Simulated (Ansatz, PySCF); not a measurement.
W(O)(NH)(Me)(SH) (CH₅NOSW), SMILES [W](=[NH])(=[O])([CH3])[SH], multiplicity 1.

Geometry: B3LYP-D3(BJ)/def2-SVP. The spin state was assumed, not searched. The structure was generated by enumeration; whether it is a known compound was not checked. The def2 effective core potentials stand for the cores of W; spin–orbit coupling is left out. The values are those of a single conformer.

Vertical ionisation energy (IE) and electron affinity (EA) in eV. Rows of orbital energies are one-electron estimates. Where ΔSCF, EOM or ADC give a negative EA the extra electron is unbound and the value depends on the basis.

```tsv
level	IE	EA
−ε(HOMO), −ε(LUMO), ωB97X/def2-TZVP (PySCF)	10.36	0.24
−ε(HOMO), −ε(LUMO), PBE/def2-TZVP (PySCF)	6.75	3.00
ΔSCF, CAM-B3LYP/def2-SVPD (Ansatz), final states of multiplicity 2 and 2	10.10	0.85
ΔSCF, PBE/def2-SVPD (Ansatz), final states of multiplicity 2 and 2	(withheld)	(withheld)
```

Q: Some entries are withheld; supply them. (The exact figures need the calculation; the answer reports its results.)

A: 
- ΔSCF, PBE/def2-SVPD (Ansatz, a quantum-chemistry and plane-wave program), final states of multiplicity 2 and 2, IE: 9.59
- ΔSCF, PBE/def2-SVPD (Ansatz), final states of multiplicity 2 and 2, EA: 0.43

Q: What vertical singlet–triplet gap does ΔSCF give with CAM-B3LYP/def2-SVPD (Ansatz) and with PBE/def2-SVPD (Ansatz)? (The exact figures need the calculation; the answer reports its results.)

A: 3.72 and 3.67 eV (triplet above singlet where positive).
